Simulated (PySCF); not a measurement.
Species: C4H8NOP.
Atom-mapped SMILES: `[CH3:1][CH2:2][P@H:3](=[O:4])[CH2:5][C:6]#[N:7]` (hydrogens: H8, H9, H10 on C1; H11, H12 on C2; H13 on P3; H14, H15 on C5)

Geometry (GFN2-xTB, Å), atoms numbered from 1 in this order:
```
atom  x, y, z in Å
C1     2.176    0.513    0.257
C2     0.762    0.591   -0.303
P3    -0.150   -0.895    0.249
O4     0.418   -2.176   -0.169
C5    -1.900   -0.683   -0.313
C6    -2.441    0.562    0.135
N7    -2.844    1.566    0.505
H8     2.154    0.533    1.345
H9     2.644   -0.419   -0.057
H10    2.781    1.346   -0.095
H11    0.247    1.493    0.029
H12    0.780    0.576   -1.397
H13   -0.250   -0.738    1.632
H14   -1.904   -0.738   -1.407
H15   -2.478   -1.524    0.084
```

The calculation used PySCF, TDDFT PBE0/def2-SVPD, vertical, gas phase, core orbitals frozen in the response.

Transition dipole moments from the ground state, in atomic units and in the frame of the coordinates above (overall signs are arbitrary), for the states with f of 0.002 or more among the lowest 8:

| state | E (hartree) | μx | μy | μz |
| --- | --- | --- | --- | --- |
| S1 | 0.2606 | 0.330 | -0.039 | -0.122 |
| S2 | 0.2640 | -0.404 | 0.236 | -0.076 |
| S3 | 0.2713 | 0.121 | -0.102 | 0.071 |
| S4 | 0.2748 | -0.071 | -0.133 | -0.034 |
| S5 | 0.2764 | 0.077 | 0.165 | 0.001 |
| S7 | 0.2831 | 0.375 | -0.119 | -0.066 |
| S8 | 0.2894 | -0.444 | 0.195 | -0.132 |

(1) What oscillator strength does each state have?

(2) What angle do the transition dipoles of S2 and S8 make?

(3) What peak molar absorption coefficient would the strongest computed level give as a lone Gaussian band 0.4 eV wide at half height?

Results:

(1) f = (2/3) ΔE |μ|² with ΔE in hartree (27.2114 eV).

```
state  |μ|² (au)  |μ| (D)      f
   S1      0.126     0.90  0.022
   S2      0.225     1.20  0.040
   S3      0.030     0.44  0.005
   S4      0.024     0.39  0.004
   S5      0.033     0.46  0.006
   S7      0.159     1.01  0.030
   S8      0.253     1.28  0.049
```

(2) |cos θ| = |μa·μb| / (|μa| |μb|) = 0.99, so θ ≈ 9° (taken between 0 and 90°, since the signs are arbitrary).

(3) ε(max) = 2.175×10⁸ f / FWHM, with the width in cm⁻¹. S8: 2.175×10⁸ × 0.0487 / 3226 ≈ 3300 L mol⁻¹ cm⁻¹.

One conformer stands for the species.
